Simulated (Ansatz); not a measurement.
Input for Ansatz (a quantum-chemistry and plane-wave program): R-PBE/def2-TZVPPD on CH3FO2 (a complex). Files ending in .json are basis or fitting sets from the Basis Set Exchange.

Ansatz 0.2 input:
```yaml
crystal:
  periodic: [false, false, false]
  atoms:
    - {symbol: F, position_ang: [0.39017373, 0.00140340, 0.46205031]}
    - {symbol: H, position_ang: [-0.15532494, -0.47250319, 1.09499187]}
    - {symbol: O, position_ang: [-0.68993139, -0.78367052, 2.61713479]}
    - {symbol: C, position_ang: [-0.10858271, -0.03410078, 3.37464688]}
    - {symbol: O, position_ang: [0.79193193, 0.86715105, 3.02655266]}
    - {symbol: H, position_ang: [-0.27937249, -0.03180494, 4.45535758]}
    - {symbol: H, position_ang: [0.91964491, 0.83744388, 2.05180507]}
basis:
  gaussian:
    orbitals: def2-TZVPPD.json
hamiltonian:
  xc: {name: PBE}
scf: {lower_state_search: off}
```

Output:

```
WARN ansatz: RAYON_NUM_THREADS=1 ignored (pool sized by the plan → 1); use --threads N
Functional definition: PBE
these checks for a lower state are left out or cut short: stability, starts, cluster_reference, orbital_swaps, neighbouring_geometries, increment
integrals: 0.09 GiB planned
916 factors; their error is unknown
mean field: 0.82 GiB planned
mean field evaluation 1: about -7886.2990 eV, gradient 6.7e1 eV
mean field evaluation 2: about -7869.1315 eV, gradient 1.2e2 eV
mean field evaluation 4: about -7892.8637 eV, gradient 1.1e1 eV
mean field evaluation 8: about -7893.0727 eV, gradient 6.1e-2 eV
mean field evaluation 16: about -7893.0579 eV, gradient 1.1e-4 eV
mean field -7893.05791229 eV, -290.0645281698 hartree, gradient 3.1e-6 eV, S^2 0.000000; 0 other end points of the search recorded, 0 dependent functions left out
reference -7893.05796817 eV, -290.0645302234 hartree; 17, 17 occupied and 191, 191 virtual orbitals, 916 factors
Total energy: -7893.05796817 eV, -290.0645302234 hartree
Checks for a lower state left out: stability, starts, cluster_reference, orbital_swaps, neighbouring_geometries, increment
```

Self-consistency was reached.

Cost: around 2.6 core-seconds (rough).
